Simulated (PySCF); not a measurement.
**IF⁺: energy against distance**

Set-up: I cc-pVDZ-PP with ECP28, F cc-pVDZ; scalar-relativistic core potentials (PySCF 2.14). Energies in eV from I⁺ + F in their ground configurations at the same level. State: ²Π (doublet), unpaired electrons π ↑.

All columns are PBE0. A positive dipole points towards F; it is taken about the centre of mass and depends on that origin.

```tsv
R (Å)	E (eV)	μ (D)	Mulliken charge on I (basis-dependent)	HOMO (eV)	LUMO (eV)	Mayer bond order	⟨S²⟩
1.631	-0.719	-1.45	1.22	-15.20	-12.91	1.15	0.75
1.706	-1.641	-1.72	1.22	-15.36	-13.08	1.15	0.75
1.782	-2.135	-1.95	1.22	-15.50	-13.23	1.15	0.75
1.839	-2.304	-2.10	1.22	-15.60	-13.33	1.15	0.75
1.896	-2.345	-2.24	1.21	-15.69	-13.43	1.15	0.75
1.953	-2.291	-2.36	1.20	-15.77	-13.51	1.15	0.75
2.029	-2.112	-2.49	1.19	-15.86	-13.62	1.15	0.75
2.123	-1.782	-2.62	1.18	-15.96	-13.72	1.15	0.76
2.237	-1.312	-2.69	1.15	-16.03	-13.78	1.09	0.80
2.389	-0.781	-2.35	1.09	-15.95	-13.64	0.73	1.13
```

A fit through these points gives, at Re = 1.889 Å, μ = -2.22 D and dμ/dR = -2.27 D/Å; the reduced mass is 16.52 u.

How strong is the fundamental in the double-harmonic approximation, I = 42.26·(dμ/dR)²/μred km/mol?

I = 42.26·(-2.27)²/16.52 = 13.2 km/mol at PBE0.

⟨S²⟩ of the unrestricted solution departs from its pure value on part of the curve, where spin states mix. These are scalar-relativistic numbers at best; spin–orbit coupling would shift them, the dissociation energy most. For an ion De counts to the pair picked by the measured ionisation energies or electron affinities, which need not be the lowest pair at this level. The state was picked by a PBE0 search and need not be the measured ground state.
